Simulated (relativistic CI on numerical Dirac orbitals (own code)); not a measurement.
Hyperfine structure of Zr8+, mass number 91

Method of calculation: Dirac-Coulomb-Breit CI, orbitals from a KLI potential per configuration, model QED (radiative potential, 1s self-energy scaled to tabulated hydrogen-like ionisation energies), unscaled Slater integrals (own radial code, finite nucleus).

Configurations in the expansion (outside the closed core [Ar] 3d10): 4s2 4p2, 4s 4p3, 4p4, 4s2 4p 4d, 4s 4p2 4d, 4s2 4p 4f, 4s 4p2 4f, 4s2 4p 5s, 4p3 4d, 4s2 4p 5p, 4s 4p 4d2, 4s2 4d 5p, 4s2 4d2, 4s 4d3, 4s 4d2 4f, 4p2 4d2, 4p 4d3, 4p 4d2 4f, 4p 4d2 5s, 4s2 4f2, 4s 4d 4f2, 4s 4f3, 4s2 4d 5s, 4s 4d2 5s, 4s 4d 4f 5s. Double excitations out of closed p, d and f shells are left out; levels of such configurations are missing from the list, as are those of other unlisted configurations, and high levels can miss mixing partners. These lack a partner that the ground configuration has and come out too high: 4s2 4p 5p.

Nuclear spin I = 5/2, μ = -1.3022 μN, Q = -0.176 b (tables of Stone and Pyykkö). The electronic factors are computed for point nuclear moments, without core polarisation or the Bohr-Weisskopf and QED corrections.

| Level | E (cm⁻¹) | A (MHz) | B (MHz) |
| --- | --- | --- | --- |
| 4s2 4p2 3P_1 | 10828.6 | 176.9 | -473 |
| 4s2 4p2 3P_2 | 18715.5 | -2708 | 428 |
| 4s2 4p2 1D_2 | 40167.6 | -2164 | -1360 |
| 4s 4p3 5S°_2 | 156713.6 | -8203 | -5.38 |
| 4s 4p3 3D°_1 | 205362.6 | 5066 | -514 |
| 4s 4p3 3D°_2 | 205683.4 | -4844 | -936 |
| 4s 4p3 3D°_3 | 209738.2 | -7356 | 80 |
| 4s 4p3 3P°_1 | 236340.5 | -9902 | 546 |

Levels with J = 0, under 50 % of one LS term, or S terms without an open s electron are left out. Small factors come from cancelling terms and can be off by tens of per cent or more.

At this charge configurations can still be misplaced by up to about 7 % of their energy.

Problem. Give the hyperfine levels of 4s2 4p2 3P_2 relative to its centre of gravity.

Solution. With K = F(F + 1) − I(I + 1) − J(J + 1), E = AK/2 + B[¾K(K + 1) − I(I + 1)J(J + 1)]/[2I(2I − 1)J(2J − 1)]: F = 1/2: 19260, F = 3/2: 15000, F = 5/2: 8018, F = 7/2: -1536, F = 9/2: -13430 MHz.

LS names give the leading component of a level, which can be under half, so a name can repeat, a term be missing and a line seem to break the LS rules.
